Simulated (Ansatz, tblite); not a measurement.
Cost and result up the ladder for the cluster PSe3 (4 atoms). The state is a doublet with charge 0. Geometry: r2SCAN-D4/def2-SVP.

```tsv
atom	x (Å)	y (Å)	z (Å)
P1	0.6999	0.2038	0.1591
Se2	0.3217	2.2779	0.2336
Se3	-0.7558	-1.3282	0.9931
Se4	-0.2658	-1.1535	-1.3858
```

Ansatz on 4 threads of Intel Xeon 6975P-C on a shared host; xTB runs through tblite on one thread. Times are rough, summed over both states, and most runs start from the orbitals of an earlier one. PBE-QIDH/def2-TZVP serves as the yardstick here, not as an exact answer. Differences are given only for rows in sets of like size (and for xTB, whose basis is part of the method), since another set adds its own error. The other state is a quartet at its own geometry, which has other bonds, so the gap mixes isomer and spin.

The xTB rows come from tblite. Correlated methods freeze 32 core orbitals; core or outer-core shells of Se are correlated, in sets that lack core-valence functions. The rows differ in basis, and correlated rows in double-zeta sets carry the largest basis error. In CCSD on the charge 0 quartet the largest single amplitude is 0.23, so its Hartree–Fock determinant may place the open shell otherwise than the density functionals do. HOMO above LUMO, or a gap near zero within one spin, warns that the state may not be the lowest or that an electron is smeared out. The structure comes from a short search, and lower isomers may exist.

Correlated methods converge slowly with the basis, most of all in double-zeta sets (MP2 moves by 0.27 eV from def2-SVP to def2-TZVP here).

xTB has no spin-polarisation term.

| level | functions | quartet − doublet (eV) | difference from PBE-QIDH/def2-TZVP (eV) | remarks |
| --- | --- | --- | --- | --- |
| revPBE-D4/def2-TZVP | 181 | 0.81 | -0.49 | – |
| r2SCANh-D4/def2-TZVP | 181 | 0.92 | -0.38 | – |
| CCSD(T)/def2-SVP | 114 | 1.08 | – | – |
| BHLYP-D4/def2-TZVP (with forces) | 181 | 0.99 | -0.31 | – |
| PBE-D4/def2-TZVP (with forces) | 181 | 0.84 | -0.46 | – |
| PBE-QIDH/def2-TZVP | 181 | 1.30 | 0.00 | – |
| MP2/def2-TZVP | 181 | 1.61 | 0.31 | – |
| GFN1-xTB | 36 | 1.74 | 0.44 | – |
| LDA (SPW92)/def2-TZVP | 181 | 0.99 | -0.31 | gap within one spin near zero (doublet) |
| HF/STO-3G | 63 | 0.45 | – | – |
| r2SCAN-D4/def2-TZVP | 181 | 0.85 | -0.45 | – |
| PBE0-D4/def2-TZVP | 181 | 1.05 | -0.24 | – |
| GFN2-xTB | 36 | 1.10 | -0.20 | – |

Q: Estimate how long each takes.

A: GFN1-xTB 0.008 s; GFN2-xTB 0.01 s; HF/STO-3G 1.8 s; LDA (SPW92)/def2-TZVP 2.7 s; revPBE-D4/def2-TZVP 3.7 s; PBE-D4/def2-TZVP (with forces) 3.9 s; r2SCAN-D4/def2-TZVP 9.2 s; PBE0-D4/def2-TZVP 12 s; MP2/def2-TZVP 16 s; r2SCANh-D4/def2-TZVP 17 s; BHLYP-D4/def2-TZVP (with forces) 19 s; PBE-QIDH/def2-TZVP 24 s; CCSD(T)/def2-SVP 33 s. On shared hardware such times vary by a factor of up to 3.
